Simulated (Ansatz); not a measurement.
Ansatz (a quantum-chemistry and plane-wave program) input (B3LYP-D3(BJ)/def2-TZVP):

Ansatz 0.2 input:
```yaml
crystal:
  periodic: [false, false, false]
  atoms:
    - {symbol: Si, position_ang: [-0.06661811, 0.14775166, -0.99323827]}
    - {symbol: N, position_ang: [-1.48490035, 0.66751569, -0.17870255]}
    - {symbol: Si, position_ang: [-2.63564083, -0.29452578, 0.68961141]}
    - {symbol: O, position_ang: [1.20748907, -0.01716644, 0.02077144]}
    - {symbol: Si, position_ang: [2.80362946, -0.13360158, 0.34760054]}
    - {symbol: H, position_ang: [-0.34105705, -1.17083243, -1.59740875]}
    - {symbol: H, position_ang: [0.28273854, 1.16326894, -2.01117975]}
    - {symbol: H, position_ang: [-1.59110156, 1.66973800, -0.09215775]}
    - {symbol: H, position_ang: [-4.01975471, -0.00344039, 0.24402382]}
    - {symbol: H, position_ang: [-2.30653548, -1.70984488, 0.41433670]}
    - {symbol: H, position_ang: [-2.57993080, -0.05470929, 2.15280621]}
    - {symbol: H, position_ang: [3.01107213, 0.12140710, 1.78963268]}
    - {symbol: H, position_ang: [3.56342773, 0.86408471, -0.44295410]}
    - {symbol: H, position_ang: [3.29634398, -1.48969020, 0.01201604]}
basis:
  gaussian:
    orbitals: def2-TZVP
hamiltonian:
  xc: b3lyp
  dispersion: d3bj
phonons: {temperatures: {t_min: 298.15, t_max: 298.15, t_step: 100}}
```

Output:

```
Functional definition: B3LYP
integrals: 0.18 GiB planned
1485 factors; their error is unknown
0.27 GiB of the device are held for the grids
1.26 GiB of device memory are held for the factors and their scratch space
mean field: 1.14 GiB planned
mean field evaluation 1: about -27312.6249 eV, gradient 8.4e1 eV
mean field evaluation 2: about -27283.9936 eV, gradient 1.4e2 eV
mean field evaluation 4: about -27324.3430 eV, gradient 8.2e0 eV
mean field evaluation 8: about -27324.4593 eV, gradient 3.5e-1 eV
mean field evaluation 16: about -27324.5416 eV, gradient 8.2e-5 eV
mean field -27324.54163223 eV, -1004.1583837450 hartree, gradient 1.5e-5 eV, S^2 0.000000; 0 other end points of the search recorded, 0 dependent functions left out
the calculation of the forces begins
reference -27324.54198161 eV, -1004.1583965844 hartree; 33, 33 occupied and 194, 194 virtual orbitals, 1485 factors
these checks for a lower state are left out or cut short: stability, starts, cluster_reference, orbital_swaps, neighbouring_geometries, increment
integrals: 0.18 GiB planned
1485 factors; their error is unknown
0.27 GiB of the device are held for the grids
1.26 GiB of device memory are held for the factors and their scratch space
mean field: 1.14 GiB planned
mean field -27324.54148844 eV, -1004.1583784609 hartree, gradient 1.2e-6 eV, S^2 0.000000; 0 other end points of the search recorded, 0 dependent functions left out
the calculation of the forces begins
reference -27324.54183782 eV, -1004.1583913003 hartree; 33, 33 occupied and 194, 194 virtual orbitals, 1485 factors
these checks for a lower state are left out or cut short: stability, starts, cluster_reference, orbital_swaps, neighbouring_geometries, increment
integrals: 0.18 GiB planned
1485 factors; their error is unknown
0.27 GiB of the device are held for the grids
1.26 GiB of device memory are held for the factors and their scratch space
mean field: 1.13 GiB planned
mean field -27324.54151325 eV, -1004.1583793726 hartree, gradient 2.5e-6 eV, S^2 0.000000; 0 other end points of the search recorded, 0 dependent functions left out
the calculation of the forces begins
reference -27324.54186263 eV, -1004.1583922121 hartree; 33, 33 occupied and 194, 194 virtual orbitals, 1485 factors
these checks for a lower state are left out or cut short: stability, starts, cluster_reference, orbital_swaps, neighbouring_geometries, increment
integrals: 0.18 GiB planned
1485 factors; their error is unknown
0.27 GiB of the device are held for the grids
1.26 GiB of device memory are held for the factors and their scratch space
mean field: 1.14 GiB planned
mean field evaluation 32: about -27324.5415 eV, gradient 1.6e-1 eV
mean field -27324.54154413 eV, -1004.1583805072 hartree, gradient 2.4e-6 eV, S^2 0.000000; 0 other end points of the search recorded, 0 dependent functions left out
the calculation of the forces begins
reference -27324.54189347 eV, -1004.1583933454 hartree; 33, 33 occupied and 194, 194 virtual orbitals, 1485 factors
these checks for a lower state are left out or cut short: stability, starts, cluster_reference, orbital_swaps, neighbouring_geometries, increment
integrals: 0.18 GiB planned
1485 factors; their error is unknown
0.27 GiB of the device are held for the grids
1.26 GiB of device memory are held for the factors and their scratch space
mean field: 1.14 GiB planned
mean field -27324.54149609 eV, -1004.1583787418 hartree, gradient 2.1e-6 eV, S^2 0.000000; 0 other end points of the search recorded, 0 dependent functions left out
[...]
mean field -27324.54158431 eV, -1004.1583819840 hartree, gradient 2.4e-6 eV, S^2 0.000000; 0 other end points of the search recorded, 0 dependent functions left out
the calculation of the forces begins
reference -27324.54193368 eV, -1004.1583948231 hartree; 33, 33 occupied and 194, 194 virtual orbitals, 1485 factors
these checks for a lower state are left out or cut short: stability, starts, cluster_reference, orbital_swaps, neighbouring_geometries, increment
integrals: 0.18 GiB planned
1485 factors; their error is unknown
0.27 GiB of the device are held for the grids
1.26 GiB of device memory are held for the factors and their scratch space
mean field: 1.14 GiB planned
mean field -27324.54161197 eV, -1004.1583830004 hartree, gradient 6.5e-7 eV, S^2 0.000000; 0 other end points of the search recorded, 0 dependent functions left out
the calculation of the forces begins
reference -27324.54196137 eV, -1004.1583958404 hartree; 33, 33 occupied and 194, 194 virtual orbitals, 1485 factors
these checks for a lower state are left out or cut short: stability, starts, cluster_reference, orbital_swaps, neighbouring_geometries, increment
integrals: 0.18 GiB planned
1485 factors; their error is unknown
0.27 GiB of the device are held for the grids
1.26 GiB of device memory are held for the factors and their scratch space
mean field: 1.14 GiB planned
mean field -27324.54159481 eV, -1004.1583823698 hartree, gradient 2.2e-6 eV, S^2 0.000000; 0 other end points of the search recorded, 0 dependent functions left out
the calculation of the forces begins
reference -27324.54194417 eV, -1004.1583952086 hartree; 33, 33 occupied and 194, 194 virtual orbitals, 1485 factors
these checks for a lower state are left out or cut short: stability, starts, cluster_reference, orbital_swaps, neighbouring_geometries, increment
integrals: 0.18 GiB planned
1485 factors; their error is unknown
0.27 GiB of the device are held for the grids
1.26 GiB of device memory are held for the factors and their scratch space
mean field: 1.14 GiB planned
mean field evaluation 480: about -27324.5416 eV, gradient 1.8e-6 eV
mean field -27324.54161308 eV, -1004.1583830412 hartree, gradient 1.8e-6 eV, S^2 0.000000; 0 other end points of the search recorded, 0 dependent functions left out
the calculation of the forces begins
reference -27324.54196244 eV, -1004.1583958800 hartree; 33, 33 occupied and 194, 194 virtual orbitals, 1485 factors
these checks for a lower state are left out or cut short: stability, starts, cluster_reference, orbital_swaps, neighbouring_geometries, increment
integrals: 0.18 GiB planned
1485 factors; their error is unknown
0.27 GiB of the device are held for the grids
1.26 GiB of device memory are held for the factors and their scratch space
mean field: 1.14 GiB planned
mean field -27324.54161016 eV, -1004.1583829339 hartree, gradient 2.6e-6 eV, S^2 0.000000; 0 other end points of the search recorded, 0 dependent functions left out
the calculation of the forces begins
reference -27324.54195956 eV, -1004.1583957740 hartree; 33, 33 occupied and 194, 194 virtual orbitals, 1485 factors
these checks for a lower state are left out or cut short: stability, starts, cluster_reference, orbital_swaps, neighbouring_geometries, increment
integrals: 0.18 GiB planned
1485 factors; their error is unknown
0.27 GiB of the device are held for the grids
1.26 GiB of device memory are held for the factors and their scratch space
mean field: 1.14 GiB planned
mean field -27324.54164190 eV, -1004.1583841002 hartree, gradient 3.0e-6 eV, S^2 0.000000; 0 other end points of the search recorded, 0 dependent functions left out
the calculation of the forces begins
reference -27324.54199129 eV, -1004.1583969399 hartree; 33, 33 occupied and 194, 194 virtual orbitals, 1485 factors
these checks for a lower state are left out or cut short: stability, starts, cluster_reference, orbital_swaps, neighbouring_geometries, increment
integrals: 0.18 GiB planned
1485 factors; their error is unknown
0.27 GiB of the device are held for the grids
1.26 GiB of device memory are held for the factors and their scratch space
mean field: 1.14 GiB planned
mean field -27324.54159720 eV, -1004.1583824576 hartree, gradient 2.5e-6 eV, S^2 0.000000; 0 other end points of the search recorded, 0 dependent functions left out
the calculation of the forces begins
reference -27324.54194657 eV, -1004.1583952968 hartree; 33, 33 occupied and 194, 194 virtual orbitals, 1485 factors
these checks for a lower state are left out or cut short: stability, starts, cluster_reference, orbital_swaps, neighbouring_geometries, increment
integrals: 0.18 GiB planned
1485 factors; their error is unknown
0.27 GiB of the device are held for the grids
1.26 GiB of device memory are held for the factors and their scratch space
mean field: 1.14 GiB planned
mean field -27324.54156997 eV, -1004.1583814569 hartree, gradient 1.1e-6 eV, S^2 0.000000; 0 other end points of the search recorded, 0 dependent functions left out
the calculation of the forces begins
reference -27324.54191933 eV, -1004.1583942955 hartree; 33, 33 occupied and 194, 194 virtual orbitals, 1485 factors
these checks for a lower state are left out or cut short: stability, starts, cluster_reference, orbital_swaps, neighbouring_geometries, increment
integrals: 0.18 GiB planned
1485 factors; their error is unknown
0.27 GiB of the device are held for the grids
1.26 GiB of device memory are held for the factors and their scratch space
mean field: 1.14 GiB planned
mean field -27324.54159879 eV, -1004.1583825160 hartree, gradient 7.8e-7 eV, S^2 0.000000; 0 other end points of the search recorded, 0 dependent functions left out
the calculation of the forces begins
reference -27324.54194819 eV, -1004.1583953562 hartree; 33, 33 occupied and 194, 194 virtual orbitals, 1485 factors
these checks for a lower state are left out or cut short: stability, starts, cluster_reference, orbital_swaps, neighbouring_geometries, increment
integrals: 0.18 GiB planned
1485 factors; their error is unknown
0.27 GiB of the device are held for the grids
1.26 GiB of device memory are held for the factors and their scratch space
mean field: 1.14 GiB planned
mean field evaluation 512: about -27324.5416 eV, gradient 3.7e-2 eV
mean field -27324.54162856 eV, -1004.1583836101 hartree, gradient 1.7e-6 eV, S^2 0.000000; 0 other end points of the search recorded, 0 dependent functions left out
the calculation of the forces begins
reference -27324.54197793 eV, -1004.1583964492 hartree; 33, 33 occupied and 194, 194 virtual orbitals, 1485 factors
these checks for a lower state are left out or cut short: stability, starts, cluster_reference, orbital_swaps, neighbouring_geometries, increment
integrals: 0.18 GiB planned
1485 factors; their error is unknown
0.27 GiB of the device are held for the grids
1.26 GiB of device memory are held for the factors and their scratch space
mean field: 1.14 GiB planned
mean field -27324.54161751 eV, -1004.1583832039 hartree, gradient 1.2e-6 eV, S^2 0.000000; 0 other end points of the search recorded, 0 dependent functions left out
the calculation of the forces begins
reference -27324.54196690 eV, -1004.1583960438 hartree; 33, 33 occupied and 194, 194 virtual orbitals, 1485 factors
WARN: phonons: modes at or below zero, which the zero-point energy, F, S and C_V leave out: 1, the lowest at -26.66 cm⁻¹ …
Total energy: -27325.12203182 eV, -1004.1797130364 hartree
Atom 0 at    -0.066618     0.147752    -0.993238 Å, force    -0.001505     0.001542    -0.000951 eV/Å
Atom 1 at    -1.484900     0.667516    -0.178703 Å, force     0.000562     0.000195    -0.000528 eV/Å
Atom 2 at    -2.635641    -0.294526     0.689611 Å, force    -0.000102    -0.000486     0.000816 eV/Å
Atom 3 at     1.207489    -0.017166     0.020771 Å, force     0.001958    -0.001666     0.001961 eV/Å
Atom 4 at     2.803629    -0.133602     0.347601 Å, force    -0.001060     0.000732    -0.001046 eV/Å
Atom 5 at    -0.341057    -1.170832    -1.597409 Å, force    -0.000142    -0.000186     0.000264 eV/Å
Atom 6 at     0.282739     1.163269    -2.011180 Å, force     0.000024    -0.000003    -0.000023 eV/Å
Atom 7 at    -1.591102     1.669738    -0.092158 Å, force     0.000093    -0.000054    -0.000258 eV/Å
Atom 8 at    -4.019755    -0.003440     0.244024 Å, force     0.000563    -0.000160    -0.000193 eV/Å
Atom 9 at    -2.306535    -1.709845     0.414337 Å, force    -0.000457     0.000250     0.000106 eV/Å
Atom 10 at    -2.579931    -0.054709     2.152806 Å, force     0.000167    -0.000092    -0.000525 eV/Å
Atom 11 at     3.011072     0.121407     1.789633 Å, force     0.000059    -0.000293    -0.000158 eV/Å
Atom 12 at     3.563428     0.864085    -0.442954 Å, force    -0.000139     0.000361     0.000072 eV/Å
Atom 13 at     3.296344    -1.489690     0.012016 Å, force    -0.000022    -0.000138     0.000464 eV/Å
Dipole moment:    -0.034950     0.193713    -0.010015 e Å
Vibrations: -26.66 32.67 43.18 71.45 77.14 195.46 282.30 382.78 576.10 608.95 638.99 718.62 731.73 740.06 789.05 845.08 916.09 946.35 956.28 959.99 966.93 969.85 976.37 1008.25 1009.57 1130.23 1215.65 2210.43 2220.55 2221.59 2228.04 2233.75 2241.88 2245.09 2256.60 3561.06 cm⁻¹, zero-point energy 2.430594 eV
```
